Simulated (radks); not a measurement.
Results of a calculation; reference values are marked as such.
Removal energies from the palladium ion Pd7+, [Kr] 4d3, by Delta-SCF beside the eigenvalue of the level emptied. Code: a radial shooting solver on a logarithmic mesh with Libxc functionals. Model: scalar-relativistic Kohn-Sham, BLYP, spin-polarised, spherical densities, finite nucleus; Fermi nuclear charge, rms radius of each element as measured or else 0.836 A^(1/3) + 0.57 fm. Open shells are filled with parallel spins first.

removed from,final configuration,Delta-SCF (eV),-eigenvalue (eV)
4d,[Kr] 4d2,121.23,111.70
4p,[Ar] 3d10 4s2 4p5 4d3,172.86,162.55
4s,[Ar] 3d10 4s1 4p6 4d3,209.62,198.76
3d,[Ar] 3d9 4s2 4p6 4d3,471.59,448.19
